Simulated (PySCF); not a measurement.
Mapped SMILES: `[O:1]=[CH:2][C:3]1=[C:4]([F:5])[O:6][CH2:7][CH2:8]1`. Each H is labelled by its parent atom.

PySCF 2.14 calculation with geometry: GFN2-xTB and σ from GIAO-PBE0/pcSseg-1; non-relativistic Hamiltonian, averaged over atoms made equivalent by symmetry, fast rotation or ring inversion, gas phase, a single conformation.

Chemical shifts δ = σref − σ; TMS for ¹³C (186.93 ppm), ¹H (31.72 ppm); ¹⁷O (336.08 ppm) against H2O; ¹⁹F (170.95 ppm) vs CFCl3, all at this level.

```tsv
atoms	nucleus	count	Hirshfeld charge	δ (ppm)
C7	¹³C	1	0.03	70.4
H(C8)	¹H	2	0.05	3.13
C3	¹³C	1	-0.08	95.2
F5	¹⁹F	1	-0.04	-100.5
C2	¹³C	1	0.09	183.4
O6	¹⁷O	1	-0.11	158.7
O1	¹⁷O	1	-0.25	631.3
C8	¹³C	1	-0.07	?
C4	¹³C	1	0.18	?
H(C7)	¹H	2	0.06	?
H(C2)	¹H	1	0.03	10.11
```

Q: Fill in the missing shifts.

A: 
- C4: 180.4 ppm, alkene carbon bearing oxygen; an sp2 carbon further deshielded by the attached heteroatom
- C8: 29.4 ppm, allylic sp3 CH2; aliphatic region, no heteroatom directly attached
- H(C7): 4.69 ppm, hydrogen on an sp3 CH2 bonded to O; its carbon carries O, hence the downfield position

Shifts are as computed. Against solution values, carbons near 30 ppm lie about +3 ppm off and those near 130 ppm about +5 ppm. Of 1211 compounds with measured shifts, 218 miss one by over three times the rms of a fit or turn the order of signals round; such compounds aren't used in these exercises. Unscaled 19F shifts against computed CFCl3 carry errors that often reach 10 to 50 ppm. Unscaled 17O shifts of doubly bonded oxygen tend to come out too high, by tens of ppm or more. Experimental scales use liquid or dissolved standards, which lie at an offset from isolated H2O (liquid H2O: subtract about 36 ppm).
